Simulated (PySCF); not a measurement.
A GIAO shielding run with PySCF 2.14 (density fitting, non-relativistic, gas phase) on `C1C[C@@]2(F)C[Si@@H](F)[C@@H]1S2`, C5H8F2SSi:

```
$ OMP_NUM_THREADS=1 python probes_run.py task.json out

{"job": {"kind": "nmr", "xc": "PBE0", "basis": "pcSseg-1"}, "charge": 0, "multiplicity": 1}
F      1.943202     1.245311    -1.400449
Si     1.667917     0.572754     0.046612
C      1.060413    -1.213206    -0.176897
C     -0.360405    -1.173575     0.371652
F     -0.830883    -2.436069     0.604718
C     -1.319999    -0.391309    -0.526235
C     -1.106702     1.104125    -0.238489
C      0.028692     1.199535     0.779210
S     -0.305489    -0.186263     1.931636
H      2.828118     0.794004     0.882668
H      1.058334    -1.568598    -1.208211
H      1.634414    -1.928506     0.412367
H     -1.132838    -0.638946    -1.571797
H     -2.338921    -0.696064    -0.282740
H     -2.015225     1.541487     0.177900
H     -0.847975     1.654097    -1.144579
H      0.030348     2.133254     1.332724
```

Hardware: 1 thread of an Arm Neoverse N1, shared host. The job also computes population analyses, field gradients, ring-centre shieldings.

Problem. How large is the calculation?

Solution. 86 electrons, 207 basis functions and 1119 auxiliary functions.

Problem. How long does it take, and how much memory does it need?

Solution. 74 s of wall time, with 14 SCF cycles and 5 response iterations; peak memory 0.92 GiB. Times on a shared host scatter by some tens of per cent.
